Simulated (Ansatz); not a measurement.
Geometry optimisation, Ansatz, RKS PBE0/def2-SVP.

input.yaml

```yaml
crystal:
  periodic: [false, false, false]
  atoms:
    - { symbol: C, position_ang: [-0.9006, -1.1055, 0.8442] }
    - { symbol: Ge, position_ang: [0.072, -0.3552, -0.6612] }
    - { symbol: "N", position_ang: [1.8526, -0.7151, -0.4147] }
    - { symbol: F, position_ang: [-0.3919, -1.0916, -2.1562] }
    - { symbol: B, position_ang: [-0.1976, 1.6362, -0.7866] }
    - { symbol: O, position_ang: [0.1721, 2.5081, 0.3574] }
    - { symbol: H, position_ang: [-0.7704, -2.1553, 0.9007] }
    - { symbol: H, position_ang: [-1.9872, -0.8265, 0.6708] }
    - { symbol: H, position_ang: [-0.6029, -0.5665, 1.8159] }
    - { symbol: H, position_ang: [2.1486, -0.3003, 0.5449] }
    - { symbol: H, position_ang: [1.9613, -1.7522, -0.2785] }
    - { symbol: H, position_ang: [-0.6441, 2.1311, -1.7267] }
    - { symbol: H, position_ang: [-0.6914, 2.558, 0.9047] }
basis:
  gaussian: { orbitals: def2-SVP }
hamiltonian:
  xc: pbe0
relax:
  f_tol: 0.015
  max_steps: 40
```

Command:

```bash
$ ansatz run input.yaml --threads 2 --pin off --max-ram 3072MiB --backend cpu --events-out ev --progress --plain --runs-dir out
```

Q: Where does it end, and by what steps?

A: The forces met the threshold. After 32 steps the energy has fallen by 1.657 eV; H13 moved furthest, 1.95 Å.

| step | energy less start (eV) | largest force component (eV/Å) | accepted |
| --- | --- | --- | --- |
| 0 | 0.0000 | 3.072 | yes |
| 2 | -0.8928 | 2.207 | yes |
| 4 | -1.3678 | 1.015 | yes |
| 6 | -1.5096 | 0.247 | yes |
| 8 | -1.5275 | 0.412 | yes |
| 10 | -1.5341 | 0.328 | yes |
| 12 | -1.5495 | 0.216 | yes |
| 14 | -1.5596 | 0.206 | yes |
| 16 | -1.5820 | 0.161 | yes |
| 18 | -1.5959 | 0.208 | yes |
| 20 | -1.6084 | 1.187 | yes |
| 22 | -1.6336 | 0.559 | yes |
| 24 | -1.6548 | 0.106 | yes |
| 26 | -1.6562 | 0.049 | yes |
| 28 | -1.6570 | 0.043 | yes |
| 30 | -1.6571 | 0.038 | yes |
| 32 | -1.6572 | 0.006 | yes |

```xyz
13
Properties=species:S:1:pos:R:3
C -1.162 -1.505 0.679
Ge 0.024 -0.312 -0.288
N 1.728 -0.585 0.288
F -0.126 -0.843 -1.975
B -0.381 1.724 -0.336
O 0.682 2.550 -0.327
H -0.844 -2.549 0.539
H -2.191 -1.405 0.304
H -1.151 -1.276 1.755
H 2.425 0.044 -0.102
H 2.078 -1.538 0.259
H -1.508 2.176 -0.398
H 0.446 3.484 -0.382
```

Time of the run: 2.7 min on 2 threads of Arm Neoverse V2 (shared host), peak memory 0.42 GiB.
